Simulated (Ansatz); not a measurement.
Basis-set extrapolation for `CC[Si](F)(F)Cl` (PBE0-D4/def2-TZVP geometry, frozen core, the Gaussian-basis code of Ansatz). Multiplicity 1, RHF reference.

|  | def2-TZVPP | def2-QZVPP |
| --- | --- | --- |
| HF | -1026.321964 | -1026.357505 |
| MP2 correlation | -1.150360 | -1.250916 |
| CCSD(T) correlation | -1.234903 | not run |

Energies in hartree. Use E(X) = E(∞) + A·exp(−7.88·√X) for Hartree–Fock and E(X) = E(∞) + B·X^(−2.97) for correlation, with X = 3 and 4, and add CCSD(T) minus MP2 of the smaller set to the MP2 limit.

Problem. What is the CCSD(T) energy at the basis-set limit?

Solution. HF limit: -1026.357505 + (-0.035541) × 0.13774 = -1026.36240. MP2 limit: -1.250916 + (-0.100556) × 0.74074 = -1.32540. Higher-order term: -1.234903 − (-1.150360) = -0.08454. Total: -1027.77234 hartree, 565.7 kJ/mol below CCSD(T)/def2-TZVPP.
